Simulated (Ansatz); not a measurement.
Reaction (redistribution): `[CH3][SnH2][F]` + `CC(C)(C)N[Si](F)(F)F` → `[CH3][SnH]([F])[NH]C(C)(C)C` + `F[SiH](F)F`

Calculated with Ansatz (gas phase, PBE0-D4/def2-TZVP geometries, no zero-point term in ΔE). CCSD(T)/CBS is the MP2 limit (def2-TZVPP, def2-QZVPP) plus CCSD(T) − MP2 in def2-TZVPP, frozen cores. DFT in def2-TZVPP. HSE06 is defined as in plane-wave codes. def2 core potentials past Kr. For Sn outer-core shells are correlated without core-valence functions, which leaves a few kJ/mol of doubt a bond. One conformer a species, not always the lowest.

`[CH3][SnH2][F]`:

Z-matrix (Å, degrees):
```
C
Sn 1 2.124
H 1 1.090 2 109.3
H 1 1.090 2 109.4 3 -119.7
H 1 1.091 2 110.4 3 120.1
F 2 1.932 1 104.3 3 58.4
H 2 1.706 1 114.7 3 171.9
H 2 1.706 1 114.7 3 -55.0
```

`CC(C)(C)N[Si](F)(F)F`:

Z-matrix (Å, degrees):
```
C
C 1 1.527
H 1 1.093 2 110.7
H 1 1.093 2 111.0 3 119.8
H 1 1.092 2 110.5 3 -119.7
C 2 1.525 1 110.1 3 -60.2
C 2 1.523 1 109.8 3 178.8
N 2 1.466 1 109.5 3 59.0
H 6 1.092 2 110.5 1 -179.9
H 6 1.092 2 110.8 1 -59.3
H 6 1.094 2 110.7 1 60.2
H 7 1.092 2 111.2 1 179.8
H 7 1.091 2 109.9 1 60.1
H 7 1.094 2 111.4 1 -58.7
Si 8 1.671 2 129.8 1 103.5
H 8 1.009 2 113.5 1 -66.8
F 15 1.581 8 114.7 2 -54.5
F 15 1.579 8 114.4 2 66.0
F 15 1.577 8 107.6 2 -174.4
```

`[CH3][SnH]([F])[NH]C(C)(C)C`:

Cartesian coordinates in Å:
```
C 1.761 -0.157 -2.838
Sn 1.683 -0.816 -0.825
F 2.110 -2.701 -0.881
N -0.218 -0.899 -0.150
C -0.774 0.118 0.743
C -0.450 1.488 0.160
C -0.214 0.017 2.163
C -2.288 -0.071 0.778
H 1.017 -0.709 -3.411
H 1.534 0.909 -2.888
H 2.752 -0.335 -3.254
H 2.833 -0.118 0.238
H -0.431 -1.832 0.184
H -0.903 2.284 0.754
H 0.631 1.675 0.156
H -0.822 1.565 -0.865
H -0.430 -0.967 2.588
H 0.871 0.153 2.166
H -0.651 0.772 2.822
H -2.703 0.011 -0.228
H -2.765 0.674 1.420
H -2.541 -1.061 1.170
```

`F[SiH](F)F`:

Cartesian coordinates in Å:
```
F -0.431 -0.845 -1.237
Si -0.029 -0.001 0.028
F 0.227 1.481 -0.429
F 1.317 -0.580 0.600
H -1.084 -0.054 1.039
```

```
        level  ΔE (kcal/mol)
  LDA (SPW92)           20.0
      r2SCANh           19.4
        HSE06           18.9
CCSD/def2-SVP           18.3
```

Problem. What does CCSD(T)/CBS give? (An estimate is asked.)

Solution. The calculation gave: +14.9 kcal/mol. The listed levels differ from it by 5.1, 4.5, 4.0, 3.4 kcal/mol.

Largest T1 diagnostic among the species: 0.013.

From r2SCAN to r2SCAN0 (25 % exact exchange), in def2-TZVPP and without D4, ΔE moves by +1.3 kcal/mol. At CCSD(T), def2-SVP lies +2.5 kcal/mol from the extrapolated value and def2-TZVPP +1.2 kcal/mol. Leaving LDA and LC-ωPBE aside and taking each functional with its dispersion term where it has one, the values, not all of them listed here, spread over 3.7 kcal/mol, from BLYP-D4 to B97M-V. LDA lies +2.9 kcal/mol from PBE without D4.
